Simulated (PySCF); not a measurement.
## Telling isomers of C6H10N2 apart by NMR

Theoretical values (PySCF): σ from GIAO-PBE0/pcSseg-1, GFN2-xTB geometry. Equivalent nuclei averaged, isolated molecule, no relativistic terms, a single conformation.

Shifts are taken against calculated references (same method and geometry level): ¹H, ¹³C against TMS. Where no couplings were computed, multiplicities follow the n + 1 count of equivalent neighbours, and m marks all less simple cases (inequivalent or close neighbours, rings, F or P nearby). Shifts are as computed. Against solution values, carbons near 30 ppm lie about +3 ppm off and those near 130 ppm about +5 ppm (rms about the fit 2.1 ppm; single classes can miss by 10 ppm). Of 1328 compounds with measured shifts, 309 miss one by over three times the rms of a fit or turn the order of signals round; such compounds aren't used in these exercises. Signals without a measured value on file couldn't be tested in this way; 1H shifts scatter by 0.2 ppm about their fit, and single ones miss by 0.5 ppm.

(1) Tabulate the signals of `Cc1ncn(C)c1C`, `CCc1ccn(C)n1` and their relative energies.

(2) What is the quickest way to tell Cc1ncn(C)c1C from CCc1ccn(C)n1?

Answers

(1) 
```json
{"SMILES": "Cc1ncn(C)c1C", "carbon types": "2×C 1×CH 3×CH3", "δC": "140.3, 137.0, 125.9, 32.4, 15.6, 10.7", "δH": "6.97 (s, 1H), 3.55 (s, 3H), 2.39 (s, 3H), 2.27 (s, 3H)", "E rel. (kcal/mol)": "0.0"}
{"SMILES": "CCc1ccn(C)n1", "carbon types": "1×C 2×CH 1×CH2 2×CH3", "δC": "160.1, 134.3, 108.7, 39.4, 26.8, 20.4", "δH": "7.13 (m, 1H), 6.12 (m, 1H), 3.87 (s, 3H), 2.74 (q, 2H), 1.23 (t, 3H)", "E rel. (kcal/mol)": "12.6"}
```

Energies are electronic energies at PBE0/pcSseg-1 on these geometries, without zero-point or thermal terms, each for the one conformer computed, which needn't be the lowest.

(2) Both give the same number of carbon signals, but DEPT or the intensities differ. The first has a substituted aromatic carbon next to a ring nitrogen (C) at 125.9 ppm, the second an sp3 CH2 on an aromatic ring at 26.8 ppm. Their most deshielded carbons lie at 140.3 and 160.1 ppm.
